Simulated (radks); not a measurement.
Q: Tl XLIII, configuration [Kr] 4d3. Calculated with a radial shooting solver on a logarithmic mesh with Libxc functionals: Dirac Kohn-Sham, PBE, spin-unpolarised, spherical densities, point nucleus; open shells are shared between the two j in proportion to 2j + 1. Some entries of the table are withheld. Estimate them.

| orbital | occ. | eigenvalue (hartree) | <r^2> (bohr^2) |
|---|---|---|---|
| 1s1/2 | 2 | -3213.819 | 0.0003686 |
| 2s1/2 | 2 | -631.0889 | 0.005540 |
| 2p1/2 | 2 | -608.6337 | 0.003908 |
| 2p3/2 | 4 | -532.6755 | 0.005088 |
| 3s1/2 | 2 | -203.5461 | 0.03520 |
| 3p1/2 | 2 | (1) | 0.03197 |
| 3p3/2 | 4 | (2) | 0.03792 |
| 3d3/2 | 4 | -160.3314 | (3) |
| 3d5/2 | 6 | -156.6105 | (4) |
| 4s1/2 | 2 | -91.86815 | 0.1435 |
| 4p1/2 | 2 | (5) | 0.1417 |
| 4p3/2 | 4 | (6) | 0.1605 |
| 4d3/2 | 1.2 | -75.27941 | 0.1523 |
| 4d5/2 | 1.8 | -74.12718 | 0.1576 |
| 5s1/2 | 0 | -51.95940 | 0.4253 |
| 5p1/2 | 0 | -49.90819 | (7) |
| 5p3/2 | 0 | -47.59778 | (8) |

A: 
(1) 3p1/2 eigenvalue (hartree): -193.6420
(2) 3p3/2 eigenvalue (hartree): -176.3253
(3) 3d3/2 <r^2> (bohr^2): 0.02881
(4) 3d5/2 <r^2> (bohr^2): 0.03040
(5) 4p1/2 eigenvalue (hartree): -87.55089
(6) 4p3/2 eigenvalue (hartree): -82.11024
(7) 5p1/2 <r^2> (bohr^2): 0.4318
(8) 5p3/2 <r^2> (bohr^2): 0.4747
